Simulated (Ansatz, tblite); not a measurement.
Forces on the cluster Li₃Br₃⁻ at its r2SCAN-D4/def2-SVPD geometry. Charge -1, multiplicity 2.

The xTB rows come from tblite. At PBE-D4/def2-TZVPD the highest occupied level of the charge -1 doublet lies above zero (up to 0.00 eV). The electron is either unbound and held by the finite basis, or the level is raised by self-interaction error. Another isomer (doublet) lies 0.28 eV lower at PBE0-D4/def2-TZVPD; other spin states weren't run for this one.

GFN1-xTB (tblite), largest force 0.78 eV/Å:

```xyz
6
positions Å, forces eV/Å
Li   -1.154    0.763    0.016    0.125   -0.388    0.041
Li   -4.141   -1.313    0.632    0.565    0.312   -0.105
Li    2.911   -0.237   -0.281    0.336   -0.294    0.006
Br    1.110    1.362   -0.314   -0.107   -0.216    0.043
Br   -3.499    0.990    0.240   -0.294    0.126    0.014
Br    4.773   -1.566   -0.293   -0.624    0.460    0.002
```

GFN2-xTB (tblite), largest force 0.58 eV/Å:

```
Li -0.573 -0.013 0.064
Li 0.104 -0.038 -0.006
Li -0.189 0.293 -0.021
Br 0.291 -0.349 0.018
Br 0.370 0.111 -0.056
Br -0.002 -0.003 0.001
```

PBE-D4/def2-TZVPD (Ansatz), largest force 0.10 eV/Å:

```
Li -0.007 0.023 -0.002
Li 0.020 0.054 -0.010
Li 0.022 -0.012 -0.001
Br -0.011 -0.061 0.010
Br 0.054 -0.060 0.003
Br -0.078 0.056 0.000
```
